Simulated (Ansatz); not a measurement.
Cost and result for the atomization energy of CH₃F₂In (`F[CH2][InH][F]`) (7 atoms, 6 bonds).

Total charge 0; spin multiplicity 1. Correlated methods include outer-core shells of In, which these sets cover unevenly. In: def2 effective core potential. All single points use the PBE0-D4/def2-TZVP geometry. It is one conformer, not always the lowest. Program: Ansatz. All runs use 2 threads of an Arm Neoverse V2 on a shared host. Times are those of one run each, without the atoms' runs, and a repeat can differ threefold. Electronic energies, without spin–orbit coupling; frozen cores. CCSD(T)/CBS adds CCSD(T) − MP2 in def2-TZVPP to the MP2 limit, and its time is that of the two runs behind it. T1 = 0.015. With those shells the extrapolation isn't a true limit. B3LYP takes the VWN-RPA correlation (the form of Gaussian; ORCA's B3LYP/G). HSE06 is the plane-wave form, built on full-range PBE exchange.

CCSD(T)/CBS is a level of theory with its own doubt, some kJ/mol a heavy atom from the limit and from the frozen cores, so smaller differences don't rank the functionals.

```csv
level,functions,wall time
BLYP-D4/def2-TZVPP,185,1.9 s
BHLYP-D4/def2-TZVPP,185,2.4 s
PBE0-D4/def2-TZVPP,185,2.5 s
HSE06-D4/def2-TZVPP,185,2.8 s
B3LYP-D4/def2-TZVPP (with forces),185,3.7 s
CCSD(T)/def2-SVP,83,4 s
r2SCANh-D4/def2-TZVPP,185,4.1 s
PBE-QIDH/def2-TZVPP,185,4.8 s
B97M-V/def2-TZVPP,185,9 s
ωB97M-V/def2-TZVPP (with forces),185,11 s
MP2/def2-QZVPP,343,13 s
CCSD(T)/def2-TZVPP,185,98 s
CCSD(T)/CBS(def2),–,110 s
```

What atomization energy does each give, and how far from CCSD(T)/CBS? (Estimate.)

The calculation gave: 
```tsv
level	atomization (kcal/mol)	difference from CCSD(T)/CBS	per bond
BLYP-D4/def2-TZVPP	519.5	-4.0	-0.7
BHLYP-D4/def2-TZVPP	494.5	-29.0	-4.8
PBE0-D4/def2-TZVPP	516.8	-6.7	-1.1
HSE06-D4/def2-TZVPP	517.1	-6.4	-1.1
B3LYP-D4/def2-TZVPP (with forces)	515.9	-7.6	-1.3
CCSD(T)/def2-SVP	485.9	-37.6	-6.3
r2SCANh-D4/def2-TZVPP	516.2	-7.3	-1.2
PBE-QIDH/def2-TZVPP	513.3	-10.2	-1.7
B97M-V/def2-TZVPP	521.6	-1.9	-0.3
ωB97M-V/def2-TZVPP (with forces)	521.8	-1.7	-0.3
MP2/def2-QZVPP	528.3	4.8	0.8
CCSD(T)/def2-TZVPP	507.7	-15.8	-2.6
CCSD(T)/CBS(def2)	523.5	0.0	0.0
```

At CCSD(T), def2-SVP lies −37.6 kcal/mol from the extrapolated value and def2-TZVPP −15.8 kcal/mol: correlation converges slowly with the basis, and small sets miss more of it in the bonded molecule than in its fragments. From PBE to PBE0 (25 % exact exchange), in def2-TZVPP and without D4, the atomization energy moves by −15.6 kcal/mol: exact exchange takes away binding that semilocal exchange gives to molecules. In def2-TZVPP, CCSD(T) changes the Hartree–Fock value by +146.4 kcal/mol (the triples alone add +9.3 kcal/mol) and MP2 by +157.5 kcal/mol; breaking electron pairs costs correlation energy, which Hartree–Fock lacks.

Spin–orbit coupling would lower the free In atoms strongly, and the atomization energy with them, by more than many differences here.
